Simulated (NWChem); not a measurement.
SiH2S2Cl2; SMILES S[Si](S)(Cl)Cl

```xyz
7

S      1.5057     0.9865     1.1566
Si     0.0000     0.0000    -0.0011
S     -1.5057    -0.9865     1.1566
Cl     1.0685    -1.3004    -1.1994
Cl    -1.0685     1.3004    -1.1994
H      0.6361     1.7157     1.8913
H     -0.6361    -1.7157     1.8913
```
Atoms are numbered in this order, from 1.

Computed with NWChem. All runs use the structure optimised with B3LYP/6-31G* (spherical d). Hybrids' shares of exact exchange are those that their runs print; pure functionals count as 0. The functionals differ in more than this share.

```
row                    share of exact exchange  highest occupied level (eV)
---------------------  -----------------------  ---------------------------
PBE/def2-SVP                              0.00                        -6.50
revPBE/def2-SVP                           0.00                        -6.49
B3LYP/def2-SVP                            0.20                        -7.47
B3PW91/def2-SVP                           0.20                        -7.63
MPW1K/def2-SVP                            0.43                        -8.81
Hartree-Fock/def2-SVP                     1.00                     withheld
```

### Question
Fit a straight line of the last column on the one before it, predict the withheld value, and compare with the run.

### Answer

1. Means of the 5 shown rows: x = 0.166, y = -7.380. Slope Σ(x − x̄)(y − ȳ)/Σ(x − x̄)² = -0.6829/0.1271 = -5.372; intercept -6.488.
2. The shown rows scatter about the line by 0.052 (root mean square); the largest residual is +0.09, at B3LYP/def2-SVP.
3. At x = 1.00 (Hartree-Fock/def2-SVP; beyond the shown range) the line gives -11.86.
4. The run gives -10.73, +1.13 from the line, 21.8 times the scatter.
